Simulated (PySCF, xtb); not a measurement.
SiClBr, SMILES Cl[Si]Br (connectivity only; charge and spin as stated), neutral, multiplicity 1.

GFN2-xTB (xtb) at its own geometry gives an orbital gap of 2.65 eV and a dipole moment of 4.28 D.

Geometry optimised at PBE0-D3(BJ)/def2-TZVP.

Q: What does PySCF with M06-2X/def2-TZVPD give? (An estimate is asked for; the answer gives what the named calculation found.)

A: gap 6.48 eV (levels -8.67 and -2.20 eV), dipole 1.11 D.
